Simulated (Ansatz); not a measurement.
(E)-2-chloro-1-fluoroprop-1-ene (C3H4ClF), SMILES C/C(Cl)=C\F.

Coordinates come from a PBE0-D3(BJ)/def2-SVP optimisation.

Two levels are set side by side: PBE/def2-SVPD (Ansatz, a quantum-chemistry and plane-wave program) and PBE0/def2-SVPD (Ansatz). Energy differences of separate SCF runs at the same geometry; the states with an electron removed or added have multiplicity 2 and 2. Differences are taken from unrounded values.

```json
[
 {"quantity": "vertical ionisation energy (eV)", "PBE0": "9.42", "PBE": "9.22", "PBE minus PBE0": "-0.20"},
 {"quantity": "vertical singlet–triplet gap (eV)", "PBE0": "4.01", "PBE": "4.09", "PBE minus PBE0": "0.08"}
]
```
